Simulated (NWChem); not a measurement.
System: C₂H₂FI; SMILES C(F)(=C)I

Excerpt of the output:

```
             Northwest Computational Chemistry Package (NWChem) 7.3.0
             --------------------------------------------------------

                             Geometry "geometry" -> ""
                             -------------------------

 Output coordinates in angstroms (scale by  1.889725989 to convert to a.u.)

  No.       Tag          Charge          X              Y              Z
 ---- ---------------- ---------- -------------- -------------- --------------
    1 C                    6.0000    -1.22059900     2.00955500     0.00000000
    2 C                    6.0000    -0.08897700     1.31641800     0.00000000
    3 F                    9.0000     1.09942300     1.88978000     0.00000000
    4 I                   53.0000     0.02887300    -0.77795000     0.00000000
    5 H                    1.0000    -2.18786400     1.51053900     0.00000000
    6 H                    1.0000    -1.17158700     3.10142400     0.00000000

 Effective nuclear repulsion energy (a.u.)     299.5623753688

                                 NWChem DFT Module
                                 -----------------

 Summary of "ao basis" -> "ao basis" (spherical)
 ------------------------------------------------------------------------------
       Tag                 Description            Shells   Functions and Types
 ---------------- ------------------------------  ------  ---------------------
 C                          def2-svp                 6       14   3s2p1d
 F                          def2-svp                 6       14   3s2p1d
 I                          def2-svp                10       26   4s4p2d
 H                          def2-svp                 3        5   2s1p

 in cosmo_initialize ...

 solvent parameters
 solvname_short: unkn
 solvname_long:  unknown
 dielec:        7.6000

          ---------------
          -cosmo- solvent
          ---------------
 Cosmo: York-Karplus, doi: 10.1021/jp992097l
 dielectric constant -eps-     =   7.60
 screen = (eps-1)/(eps    )    =   0.86842
 surface charge correction     = lagrangian

   van der Waals surface
 --------------------------

[...]

                                   COSMO solvation results
                                   -----------------------

                 gas phase energy =      -474.632183728876
                 sol phase energy =      -474.635267619308
 (electrostatic) solvation energy =         0.003083890432 (    1.94 kcal/mol)

                       DFT Final Molecular Orbital Analysis
                       ------------------------------------

 Vector   22  Occ=2.000000D+00  E=-3.763161D-01
              MO Center= -1.8D-01,  7.0D-01, -6.5D-09, r^2= 3.1D+00
   Bfn.  Coefficient  Atom+Function         Bfn.  Coefficient  Atom+Function
  ----- ------------  ---------------      ----- ------------  ---------------
    55      0.387294  4 I  pz                58      0.316076  4 I  pz
    20      0.307831  2 C  pz                 6      0.270365  1 C  pz
    34      0.255862  3 F  pz                37     -0.206562  3 F  pz
    23      0.180364  2 C  pz                 9      0.176848  1 C  pz
    52     -0.157348  4 I  pz                49     -0.128323  4 I  pz

 Vector   23  Occ=2.000000D+00  E=-3.352920D-01
              MO Center=  2.1D-02, -6.9D-01, -8.6D-09, r^2= 2.2D+00
   Bfn.  Coefficient  Atom+Function         Bfn.  Coefficient  Atom+Function
  ----- ------------  ---------------      ----- ------------  ---------------
    53      0.617345  4 I  px                56      0.534465  4 I  px
    50     -0.249346  4 I  px                47     -0.202703  4 I  px
     3      0.114889  1 C  s                 33     -0.078974  3 F  py
    21      0.071602  2 C  px                36      0.064741  3 F  py
     5     -0.064048  1 C  py                74     -0.054357  6 H  s

 Vector   24  Occ=2.000000D+00  E=-3.089310D-01
              MO Center= -3.1D-01,  3.2D-01, -1.7D-08, r^2= 3.7D+00
   Bfn.  Coefficient  Atom+Function         Bfn.  Coefficient  Atom+Function
  ----- ------------  ---------------      ----- ------------  ---------------
    55      0.478120  4 I  pz                58      0.444592  4 I  pz
     6     -0.319147  1 C  pz                 9     -0.246723  1 C  pz
    20     -0.244030  2 C  pz                52     -0.192979  4 I  pz
    49     -0.156607  4 I  pz                23     -0.139365  2 C  pz
    34     -0.125286  3 F  pz                37      0.105953  3 F  pz

 Vector   25  Occ=0.000000D+00  E=-6.872548D-05
              MO Center= -5.7D-02, -2.5D-01,  1.1D-09, r^2= 3.5D+00
   Bfn.  Coefficient  Atom+Function         Bfn.  Coefficient  Atom+Function
  ----- ------------  ---------------      ----- ------------  ---------------
    17      1.013570  2 C  s                 57     -0.984293  4 I  py
    46     -0.569427  4 I  s                 22     -0.524157  2 C  py
    19     -0.408957  2 C  py                54     -0.342157  4 I  py
    16      0.267901  2 C  s                  3     -0.215139  1 C  s
    75      0.193954  6 H  s                 45     -0.154741  4 I  s

 Vector   26  Occ=0.000000D+00  E= 3.486670D-02
              MO Center= -6.2D-01,  1.5D+00, -2.4D-10, r^2= 2.5D+00
   Bfn.  Coefficient  Atom+Function         Bfn.  Coefficient  Atom+Function
  ----- ------------  ---------------      ----- ------------  ---------------
     9      0.659237  1 C  pz                23     -0.658956  2 C  pz
    20     -0.474034  2 C  pz                 6      0.386957  1 C  pz
    58      0.200663  4 I  pz                37      0.196059  3 F  pz
    34     -0.175001  3 F  pz                65     -0.110229  4 I  d -1
    55      0.087561  4 I  pz                60      0.070403  4 I  d -1

[...]
```

Level: M06-2X/def2-SVP with def2 effective core potentials on I, COSMO on the gas-phase geometry. The geometry was optimised at PBE0/def2-SVP. def2 effective core potentials on I; no spin-orbit coupling. COSMO prints the solvation energy as gas minus solution, so a positive value is a stabilisation.

Question: Reconstruct the input file.

Answer: This is not unique; one that fits is the input that was run:
```
start job
memory heap 200 mb stack 700 mb global 900 mb
geometry units angstroms noautosym nocenter noautoz
  C     -1.220599     2.009555     0.000000
  C     -0.088977     1.316418     0.000000
  F      1.099423     1.889780     0.000000
  I      0.028873    -0.777950     0.000000
  H     -2.187864     1.510539     0.000000
  H     -1.171587     3.101424     0.000000
end
basis spherical
  * library def2-svp
end
ecp
  I library def2-ecp
end
dft
  xc m06-2x
  iterations 150
end
cosmo
  dielec 7.6
end
task dft energy
```
